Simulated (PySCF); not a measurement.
BiI₃, SMILES [I][Bi]([I])[I].

Geometry optimised at B3LYP-D3(BJ)/def2-SVP. The isomer is the one that the SMILES or the coordinates give; other isomers of the formula were not compared. The def2 effective core potentials stand for the cores of Bi, I; spin–orbit coupling is left out.

Two levels are set side by side: TDA-PBE/def2-SVPD (PySCF) and TDA-ωB97X/def2-SVPD (PySCF). Vertical, same geometry. The lowest singlet is HOMO→LUMO 99 % with PBE and HOMO−1→LUMO 86 % with the other functional; states are paired by order. Differences are taken from unrounded values.

```
quantity                              TDA-ωB97X
------------------------------------  ---------
lowest singlet excitation (eV)             3.62
lowest triplet excitation (TDA) (eV)       3.08
```

**Question.** What does TDA-PBE give, and how far is it from TDA-ωB97X? (An estimate is asked for; the answer gives what the named calculation found.)

**Answer.** 
| quantity | TDA-PBE | TDA-PBE minus TDA-ωB97X |
|---|---|---|
| lowest singlet excitation (eV) | 2.67 | -0.95 |
| lowest triplet excitation (TDA) (eV) | 2.50 | -0.58 |

A lower first singlet is the usual sign of a functional without exact exchange. Differences between two approximate levels are no errors against the true value.

Rough cost on one machine, each run with all the roots and properties that it gave: TDA-ωB97X against TDA-PBE about 5 times.
